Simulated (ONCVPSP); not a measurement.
Ag: variants of one ONCV potential

Base potential:

```
Element                 : Ag (Z = 47)
Generator               : ONCVPSP 4.0.1
Type                    : optimised norm-conserving Vanderbilt (ONCV)
Functional              : PBE
Relativity              : scalar-relativistic
Frozen core             : [Ar] 3d10
Valence charge          : 19
Reference configuration : 4s2 4p6 4d10 5s1
Partial waves           : 4s+5s: rc 1.50 bohr, ncon 3, nbas 8, qcut 6.6 1/bohr, 2 projectors; 4p: rc 1.05 bohr, ncon 3, nbas 6, qcut 6.7 1/bohr, 3 projectors, debl 3.2 Ha; 4d: rc 1.85 bohr, ncon 4, nbas 9, qcut 8.3 1/bohr, 2 projectors, debl 0.8 Ha
Local potential         : polynomial inside 0.85 bohr (lpopt 5, dvloc0 0 Ha)
Core correction         : Teter function, fcfact 3.25, rcfact 1.5
```

All-electron outer shells of the reference configuration (PBE, scalar-relativistic, ld1.x):

| shell | level (eV) | outermost node (bohr) | outermost maximum (bohr) |
| --- | --- | --- | --- |
| 3d | -358.48 | – | 0.27 |
| 4s | -95.05 | 0.44 | 0.82 |
| 4p | -58.57 | 0.44 | 0.87 |
| 4d | -7.44 | 0.43 | 1.04 |
| 5s | -4.40 | 1.11 | 2.49 |

Cutoffs, loose and tight: the cutoffs (Ha) at which the residual kinetic energy of the hardest occupied pseudo-wave falls to 1 and 0.1 mHa per electron. They do not see the model core or the augmentation charge, which bear on the density cutoff. Test errors are all-electron minus pseudo excitation energies from the reference, over the configurations 4s2 4p6 4d10 5s0; 4s2 4p6 4d9 5s0; 4s2 4p6 4d8 5s0; 4s2 4p6 4d10 5s0.5. A dash means not determined; rows that change the core or the reference have their own tests.

A true bound ghost makes a file unfit for plane-wave use even where its test errors are small: the radial tests pick states by their node count and pass the ghost by.

```csv
change,outcome,"cutoff, loose","cutoff, tight",bound ghosts,GHOST(+) flags above zero,largest test error (meV)
base,generated,–,–,none,s,+14
"all radii but the core radius scaled by about 0.77 (s 1.16, p 0.80, d 1.42 bohr); local potential polynomial inside 0.66 bohr (lpopt 5, dvloc0 0 Ha)",generated,131 Ha,194 Ha,"s, p",p,-4.6
"all radii but the core radius scaled by about 1.06 (s 1.60, p 1.12, d 1.96 bohr); local potential polynomial inside 0.90 bohr (lpopt 5, dvloc0 0 Ha)",generated,73 Ha,127 Ha,none,s,+24
"all radii but the core radius scaled by about 1.11 (s 1.66, p 1.16, d 2.06 bohr); local potential polynomial inside 0.94 bohr (lpopt 5, dvloc0 0 Ha)",generated,44 Ha,106 Ha,none,s,+38
```

Problem. What comes out with this change to the base: all radii but the core radius scaled by about 1.23 (s 1.84, p 1.30, d 2.28 bohr); local potential polynomial inside 1.04 bohr (lpopt 5, dvloc0 0 Ha)?

Solution. outcome: generated; cutoff, loose: 21 Ha; cutoff, tight: 38 Ha; bound ghosts: none; GHOST(+) flags above zero: s; largest test error (meV): +78.

Problem. What comes out with this change to the base: all radii but the core radius scaled by about 0.88 (s 1.32, p 0.92, d 1.64 bohr); local potential polynomial inside 0.74 bohr (lpopt 5, dvloc0 0 Ha)?

Solution. outcome: generated; bound ghosts: p; GHOST(+) flags above zero: s, p; largest test error (meV): -4.2.

Problem. What comes out with this change to the base: all radii but the core radius scaled by about 1.28 (s 1.92, p 1.34, d 2.38 bohr); local potential polynomial inside 1.08 bohr (lpopt 5, dvloc0 0 Ha)?

Solution. outcome: generated; cutoff, loose: 21 Ha; cutoff, tight: 24 Ha; bound ghosts: none; GHOST(+) flags above zero: s; largest test error (meV): +99.

Reading the sweep of the scale of all radii but the core radius (base = 1) (base included, trends over the rows without a ghost): The loose cutoff falls from 73 Ha at 1.06 to 21 Ha at 1.28. A larger radius leaves more room for a smooth pseudo-wave, so fewer plane waves are needed; a smaller one forces it to follow the all-electron wave where it bends sharply. The median size of the test errors (rows with all tests solved) stays near 1.3 meV. Bound ghosts are found at 0.77, 0.88.
